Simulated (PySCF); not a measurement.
C6. Atoms are numbered in the order given.

```xyz
6

C      1.3137     0.0000     0.0000
C      0.6568     1.1377     0.0000
C     -0.6568     1.1377     0.0000
C     -1.3137     0.0000     0.0000
C     -0.6568    -1.1377     0.0000
C      0.6568    -1.1377     0.0000
```
Charge 0, spin multiplicity 1.

Geometry optimised at r2SCAN-D4/def2-SVP. A frequency run showed that this geometry is not a minimum.

Level of theory: r2SCAN/def2-TZVP (PySCF).

Symmetry labels are those of the subgroup D2h that the program uses (full group D6h).

**Question.** List the valence orbital energies around the gap with their symmetry. (An estimate is asked for; the answer gives what the named calculation found.)

**Answer.** 
| orbital | symmetry | energy (eV) |
|---|---|---|
| HOMO−7 | B1g | -15.81 |
| HOMO−6 | B2u | -13.21 |
| HOMO−5 | B1u | -11.19 |
| HOMO−4 | Ag | -11.08 |
| HOMO−3 | B2g | -7.78 |
| HOMO−2 | B3g | -7.78 |
| HOMO−1 | B2u | -7.26 |
| HOMO | B3u | -7.26 |
| LUMO | B3u | -5.42 |
| LUMO+1 | Ag | -3.69 |
| LUMO+2 | B1g | -3.69 |
| LUMO+3 | B1u | -1.24 |
